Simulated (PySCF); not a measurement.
# C3H6FSi: g tensor and hyperfine couplings

Species: C3H6FSi (doublet state).
Z-matrix (Å and degrees, GFN2-xTB geometry), rows numbered from 1:
```
C 
C   1  1.3232
C   2  1.4861  1  124.34
Si  3  1.9114  2  107.45  1   101.11
F   4  1.6300  3  106.03  2    66.94
H   1  1.0784  2  121.57  3     2.38
H   1  1.0762  2  122.01  3  -178.40
H   2  1.0819  1  120.15  3   177.05
H   3  1.0889  2  110.46  1   -19.42
H   3  1.0904  2  110.55  1  -139.49
H   4  1.4529  3  116.75  2   -45.93
```

The hyperfine couplings belong to this conformer and change with its torsions.

As a line formula: `C=CC[SiH]F` [radical].

Method: PySCF, UKS B3LYP, pcH-1 on C F H Si, non-relativistic, mean-field spin-orbit, GIAO. Isolated species at its GFN2-xTB geometry (one conformer only). Couplings are sensitive to structure, and on GFN2-xTB geometries they can be far from those on DFT ones, by a factor of two or more for some ions and for spin on atoms past the first row. The SCF solution wasn't tested for stability.

| Quantity | Value |
| --- | --- |
| g1, g2, g3 | 2.00132, 2.00216, 2.00325 |
| g_iso | 2.00224 |
| Form of g | rhombic: the two nearest values differ by 44 % of g3 − g1 |
| ⟨S²⟩ | 0.7527 (exact 0.7500) |
| α and β electrons | 24, 23 |
| HOMO–LUMO gap, α and β orbitals | 5.36, 4.54 eV |
| Total energy | -507.27993 Eh |

Hyperfine couplings atom by atom, in MHz; T1 to T3 are the principal values of the dipolar part; ρ(0) is the spin density at the nucleus:

| atom | isotope | a_iso | of which spin–orbit | T1 | T2 | T3 | Mulliken spin population | ρ(0) (bohr⁻³) |
| --- | --- | --- | --- | --- | --- | --- | --- | --- |
| C1 | 13C | 7.9 | 0.0 | -7.9 | -7.3 | 15.1 | 0.10 | 0.0070 |
| C2 | 13C | 15.9 | 0.0 | -8.2 | 0.9 | 7.3 | -0.04 | 0.0142 |
| C3 | 13C | 51.2 | 0.0 | -7.6 | -7.4 | 15.0 | 0.05 | 0.0455 |
| Si4 | 29Si | -544.8 | 1.0 | -157.0 | 77.8 | 79.3 | 0.81 | 0.6141 |
| F5 | 19F | 119.7 | 1.7 | -129.5 | -125.7 | 255.2 | 0.04 | 0.0280 |
| H6 | 1H | -5.2 | 0.0 | -2.8 | -0.2 | 3.0 | 0.00 | -0.0012 |
| H7 | 1H | -3.5 | 0.0 | -4.1 | -0.6 | 4.7 | 0.00 | -0.0008 |
| H8 | 1H | 1.6 | 0.0 | -2.2 | -0.8 | 3.0 | 0.00 | 0.0004 |
| H9 | 1H | -6.0 | 0.0 | -5.1 | -2.4 | 7.5 | 0.00 | -0.0013 |
| H10 | 1H | -7.2 | 0.0 | -5.4 | -2.5 | 7.9 | -0.01 | -0.0016 |
| H11 | 1H | 132.0 | 0.0 | -7.8 | 0.1 | 7.8 | 0.05 | 0.0295 |

Largest spin populations (Mulliken): Si4 (+0.81) and C1 (+0.10). Si4 is the only atom above +0.15. The angles at Si4 add up to 324.9°, so it is pyramidal.

Under fast tumbling the dipolar parts average out, and these isotropic splittings remain: 1 × 1H (H11, I = 1/2, 2 lines) with 4.71 mT, 1 × 19F (F5, I = 1/2, 2 lines) with 4.27 mT, 2 × 1H (H9/H10, I = 1/2, 3 lines) with 0.24 mT, 1 × 1H (H6, I = 1/2, 2 lines) with 0.18 mT, 1 × 1H (H7, I = 1/2, 2 lines) with 0.12 mT and 1 × 1H (H8, I = 1/2, 2 lines) with 0.06 mT.

Class means assume fast exchange of nuclei equivalent by connectivity; if that motion is slow, each nucleus keeps its own coupling.

The 13C coupling of C3 (51.2 MHz) shows only in satellite lines or after enrichment, since that isotope makes up about 1.07 % of natural carbon.

The 29Si coupling of Si4 (-544.8 MHz) shows only in satellite lines or after enrichment, since that isotope makes up about 4.7 % of natural silicon.
